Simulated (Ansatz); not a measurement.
Problem. Name a neutral molecule of C, Ge, N, O and H with HOMO–LUMO gap (B3LYP/def2-TZVPP) between 6.20 and 6.50 eV and size of the dipole moment (PBE/def2-TZVPP) between 0.50 and 0.80 D (Ansatz, PBE0-D4/def2-TZVP geometry).

Solution. `N=[C](O)[GeH2][NH2]` (6.39 eV, 0.76 D). Other molecules can fit too; these were computed, each in one conformer that needn't be the lowest.

B3LYP here is the variant with VWN-RPA as its local correlation; programs differ in this.
